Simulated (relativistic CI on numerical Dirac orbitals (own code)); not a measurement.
Calculated at this level of theory: Dirac-Coulomb-Breit CI, KLI orbitals optimised for each configuration, model QED (radiative potential, 1s self-energy scaled to tabulated hydrogen-like ionisation energies), unscaled Slater integrals (own radial code, finite nucleus).

CI space (outside the closed core [Ne]): 3s²3p⁶3d⁷, 3s²3p⁵3d⁸, 3s²3p⁴3d⁹, 3s3p⁶3d⁸, 3p⁶3d⁹, 3s3p⁵3d⁹, 3s²3p⁶3d⁶4s, 3s²3p⁶3d⁶4p, 3s²3p⁶3d⁶4d, 3s²3p⁶3d⁶4f, 3s²3p⁴3d⁸4s, 3s²3p⁵3d⁷4s, 3s²3p⁶3d⁵4s², 3s²3p⁴3d⁸4p, 3s²3p⁶3d⁵4s4p, 3s²3p⁵3d⁷4p, 3s²3p⁶3d⁶5s, 3s²3p⁶3d⁵4p², 3s²3p⁴3d⁸4d, 3s3p⁵3d⁸4s, 3s²3p⁶3d⁶5p, 3s²3p⁶3d⁵4s4d, 3s²3p⁵3d⁷4d, 3s²3p⁶3d⁶5d, 3s3p⁵3d⁸4p, 3s3p⁶3d⁷4s, 3s²3p⁶3d⁶5f, 3s²3p⁵3d⁶4s², 3s²3p⁶3d⁶5g, 3s3p⁶3d⁷4p, 3s3p⁵3d⁸4d, 3p⁶3d⁸4s, 3s²3p⁶3d⁶6s, 3s²3p⁶3d⁶6p, 3p⁶3d⁸4p, 3s²3p⁶3d⁶6d. Levels of other configurations are missing.

At this charge energies of transitions that change n are usually good to better than 1 %, and those within a shell (Δn = 0) to a few per cent. Terms inside the open d or f shell come out 10 to 20 % too wide with unscaled integrals.

Outline of the computed level scheme of Rh XXI. Lowest level of each configuration: 3s²3p⁶3d⁷ ⁴F9/2 at 0.000 eV; 3s²3p⁵3d⁸ ⁴G°11/2 at 168.305 eV.

Some strong electric-dipole decays among the lowest 45 levels: 3s²3p⁵3d⁸ ⁴D°7/2 → 3s²3p⁶3d⁷ ⁴F9/2 (3.0e+11 s⁻¹); 3s²3p⁵3d⁸ ⁴F°3/2 → 3s²3p⁶3d⁷ ⁴F5/2 (3.0e+11 s⁻¹); 3s²3p⁵3d⁸ ²G°9/2 → 3s²3p⁶3d⁷ ⁴F9/2 (2.2e+11 s⁻¹); 3s²3p⁵3d⁸ ⁴D°5/2 → 3s²3p⁶3d⁷ ⁴F5/2 (2.1e+11 s⁻¹); 3s²3p⁵3d⁸ ⁴F°7/2 → 3s²3p⁶3d⁷ ²G9/2 (2.0e+11 s⁻¹); 3s²3p⁵3d⁸ ⁴F°5/2 → 3s²3p⁶3d⁷ ⁴F7/2 (2.0e+11 s⁻¹); 3s²3p⁵3d⁸ ⁴D°5/2 → 3s²3p⁶3d⁷ ⁴F7/2 (1.8e+11 s⁻¹); 3s²3p⁵3d⁸ ⁴D°1/2 → 3s²3p⁶3d⁷ ⁴F3/2 (1.8e+11 s⁻¹).

LS names give the leading component of a level, which can be under half, so a name can repeat, a term be missing and a line seem to break the LS rules.
